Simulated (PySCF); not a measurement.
C3H9As.

```xyz
13

C     -1.4724    -0.8501    -0.5160
As     0.0000     0.0000     0.4709
C      0.0000     1.7001    -0.5160
C      1.4724    -0.8501    -0.5160
H     -1.3307    -0.7683    -1.6046
H     -2.4231    -0.3708    -0.2396
H     -1.5327    -1.9130    -0.2396
H      0.0000     1.5366    -1.6046
H      0.8904     2.2839    -0.2396
H     -0.8904     2.2839    -0.2396
H      1.3307    -0.7683    -1.6046
H      2.4231    -0.3708    -0.2396
H      1.5327    -1.9130    -0.2396
```
Charge 0, spin multiplicity 1.

The structure is a stationary point at PBE0-D3(BJ)/def2-SVP.

All values below come from PBE0/pcSseg-1 (PySCF). Non-relativistic, no solvent.

Computed absolute GIAO shielding of each atom: isotropic value and principal components (ppm):
| atom | σ(iso) | σ11 | σ22 | σ33 | span |
|---|---|---|---|---|---|
| C1 | 168.4 | 156.4 | 161.3 | 187.4 | 31.0 |
| As2 | 1462.6 | 1410.5 | 1488.6 | 1488.6 | 78.0 |
| C3 | 168.4 | 156.4 | 161.4 | 187.4 | 31.0 |
| C4 | 168.4 | 156.4 | 161.3 | 187.4 | 31.0 |
| H5 | 30.7 | 26.4 | 28.4 | 37.2 | 10.9 |
| H6 | 30.4 | 25.5 | 27.1 | 38.5 | 13.0 |
| H7 | 30.4 | 25.5 | 27.1 | 38.5 | 13.0 |
| H8 | 30.7 | 26.4 | 28.4 | 37.2 | 10.9 |
| H9 | 30.4 | 25.5 | 27.1 | 38.5 | 13.0 |
| H10 | 30.4 | 25.5 | 27.1 | 38.5 | 13.0 |
| H11 | 30.7 | 26.4 | 28.4 | 37.2 | 10.9 |
| H12 | 30.4 | 25.5 | 27.1 | 38.5 | 13.0 |
| H13 | 30.4 | 25.5 | 27.1 | 38.5 | 13.0 |
